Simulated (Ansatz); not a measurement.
Relaxation of K3⁻ with RKS B3LYP/def2-TZVPD.

```sh
$ ansatz run in.yaml --threads 4 --pin off --events-out ev --progress --plain --max-ram 3916MiB
```

```yaml
crystal:
  periodic: [false, false, false]
  atoms:
    - {symbol: K, position_ang: [2.410910, 3.642080, 0.035180]}
    - {symbol: K, position_ang: [1.377350, -1.371370, -0.026240]}
    - {symbol: K, position_ang: [-3.788270, -2.270710, -0.008940]}
basis:
  gaussian: {orbitals: def2-TZVPD}
total_charge: -1
hamiltonian: {xc: {name: B3LYP}}
scf: {omitted_lower_state_checks: [starts]}
output: {orbitals: {seedname: orbitals}}
relax: {f_tol: 0.02, max_steps: 100}
```

Run time 23 s (4 threads of Arm Neoverse V2 on a shared host).

Positions (Å) and forces (eV/Å) at steps 1, 2, 3, 4, 5, 6, 7, 10, 13 of 13:

```xyz
3
step=1 energy=-48975.7659 eV
K     2.411    3.642    0.035    0.017   -0.129   -0.002
K     1.377   -1.371   -0.026   -0.145    0.149    0.003
K    -3.788   -2.271   -0.009    0.128   -0.020   -0.001
3
step=2 energy=-48975.7754 eV
K     2.439    3.641    0.035    0.014   -0.129   -0.002
K     1.349   -1.342   -0.026   -0.143    0.146    0.003
K    -3.788   -2.298   -0.009    0.129   -0.017   -0.001
3
step=3 energy=-48975.8410 eV
K     2.469    3.534    0.033    0.012   -0.116   -0.002
K     1.212   -1.203   -0.023   -0.133    0.130    0.003
K    -3.682   -2.331   -0.010    0.120   -0.014   -0.001
3
step=4 energy=-48975.9011 eV
K     2.486    3.417    0.032    0.015   -0.092   -0.001
K     1.072   -1.068   -0.020   -0.115    0.107    0.002
K    -3.558   -2.348   -0.011    0.101   -0.014   -0.001
3
step=5 energy=-48975.9479 eV
K     2.509    3.308    0.030    0.020   -0.061   -0.001
K     0.928   -0.937   -0.018   -0.090    0.080    0.002
K    -3.437   -2.371   -0.012    0.070   -0.019   -0.001
3
step=6 energy=-48975.9786 eV
K     2.558    3.227    0.029    0.026   -0.033   -0.001
K     0.784   -0.810   -0.015   -0.061    0.059    0.001
K    -3.342   -2.417   -0.013    0.035   -0.026   -0.001
3
step=7 energy=-48976.0004 eV
K     2.656    3.179    0.028    0.029   -0.013    0.000
K     0.653   -0.658   -0.013   -0.052    0.036    0.001
K    -3.310   -2.520   -0.015    0.023   -0.024    0.000
3
step=10 energy=-48976.0396 eV
K     2.974    3.084    0.024    0.013   -0.004    0.000
K     0.243   -0.250   -0.005   -0.018    0.016    0.000
K    -3.216   -2.834   -0.020    0.005   -0.012    0.000
3
step=13 energy=-48976.0463 eV
K     3.123    2.984    0.022    0.002    0.001    0.000
K     0.001    0.001    0.000   -0.001   -0.001    0.000
K    -3.124   -2.984   -0.022   -0.001   -0.001    0.000
```

The restricted singlet is unstable towards broken spin symmetry at other levels; at B3LYP/def2-TZVPD this wasn't settled. The structure comes from a short search, and lower isomers may exist.
